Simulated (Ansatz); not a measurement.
Input for Ansatz (a program for electronic structure): R-CCSD(T)/cc-pV(T+d)Z on H2S2 (SMILES SS), a point of a torsion scan. Files ending in .json are basis or fitting sets from the Basis Set Exchange.

Ansatz 0.2 input:
```yaml
crystal:
  periodic: [false, false, false]
  atoms:
    - {symbol: S, position_ang: [-0.94378700, 0.52745369, 0.40545432]}
    - {symbol: S, position_ang: [0.93866780, 0.41530147, -0.41403730]}
    - {symbol: H, position_ang: [-1.53626412, -0.40119588, -0.35737161]}
    - {symbol: H, position_ang: [0.61743833, 0.75493954, -1.66972058]}
basis:
  gaussian:
    orbitals: cc-pV_T+d_Z.json
magnetization: {spin_polarized: false}
correlation: {method: ccsd_t, electrons: outside_noble_gas}
scf: {lower_state_search: off}
```

The log:

```
WARN ansatz: RAYON_NUM_THREADS=2 ignored (pool sized by the plan → 2); use --threads N
Functional definition: HF
these checks for a lower state are left out or cut short: stability, starts, cluster_reference, orbital_swaps, neighbouring_geometries, increment
integrals: 0.13 GiB planned
612 factors; integrals over basis functions are off by at most 8.8e-4 eV
mean field: 0.19 GiB planned
mean field evaluation 1: about -21666.4736 eV, gradient 1.3e1 eV
mean field evaluation 2: about -21666.6348 eV, gradient 1.4e1 eV
mean field evaluation 4: about -21667.3796 eV, gradient 1.7e0 eV
mean field evaluation 8: about -21667.3988 eV, gradient 8.4e-2 eV
mean field -21667.39890914 eV, -796.2622232204 hartree, gradient 4.3e-6 eV, S^2 0.000000; 0 other end points of the search recorded, 0 dependent functions left out
10 core orbitals not correlated
reference -21667.39890914 eV, -796.2622232204 hartree; 7, 7 occupied and 89, 89 virtual orbitals, 612 factors
second order -9.71179918 eV of doubles, -0.00000000 eV of singles
coupled cluster: 0.31 GiB planned
cycle   1  -10.39513602 eV  change   -6.8e-1 eV  update   6.9e-2
cycle   2  -10.69609890 eV  change   -3.0e-1 eV  update   2.2e-2
cycle   3  -10.72715764 eV  change   -3.1e-2 eV  update   7.5e-3
cycle   4  -10.72476461 eV  change    2.4e-3 eV  update   2.1e-3
cycle   5  -10.72435448 eV  change    4.1e-4 eV  update   7.2e-4
cycle   6  -10.72420349 eV  change    1.5e-4 eV  update   2.9e-4
cycle   7  -10.72420833 eV  change   -4.8e-6 eV  update   1.1e-4
cycle   8  -10.72423228 eV  change   -2.4e-5 eV  update   3.8e-5
cycle   9  -10.72422605 eV  change    6.2e-6 eV  update   1.4e-5
perturbative correction -0.48600248 eV, -0.0178602617 hartree
Total energy: -21678.60913767 eV, -796.6741915202 hartree
Checks for a lower state left out: stability, starts, cluster_reference, orbital_swaps, neighbouring_geometries, increment
```

The calculation finished and met its thresholds.

Cost: around 4 core-seconds (rough).
